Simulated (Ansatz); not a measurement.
The cluster Cu₄B, relaxed as a doublet with UKS B3LYP-D4/def2-SVP in Ansatz, starting from the GFN1-xTB geometry. Force threshold 0.02 eV/Å.

The relaxation made no stability test and no search for a lower SCF solution. The structure comes from a short search, and lower isomers may exist.

Start:

```xyz
5

B    -0.114   -0.069   -1.052
Cu    1.818   -0.010   -0.368
Cu    0.084   -1.133    0.767
Cu    0.068    1.222    0.618
Cu   -1.856   -0.010    0.034
```

```tsv
step	energy (eV)	largest force component (eV/Å)	SCF passes
1	-179218.1095	0.521	28
2	-179218.1604	0.367	28
3	-179218.2459	0.096	32
4	-179218.2522	0.019	28
```

Force components are those of the run's own axes.

End:

```xyz
5

B    -0.103   -0.061   -0.939
Cu    1.803   -0.022   -0.546
Cu    0.097   -1.119    0.889
Cu    0.081    1.224    0.740
Cu   -1.879   -0.022   -0.143
```

By distances, no bond broke or formed. The bond that changes most is Cu2–Cu4, from 2.36 to 2.48 Å (atoms count from 1).

No frequencies were taken in this run, so the end may be a saddle point.

Hardware: 4 threads of INTEL XEON PLATINUM 8581C on a shared host. Wall time 16 s, peak host memory 0.78 GiB.
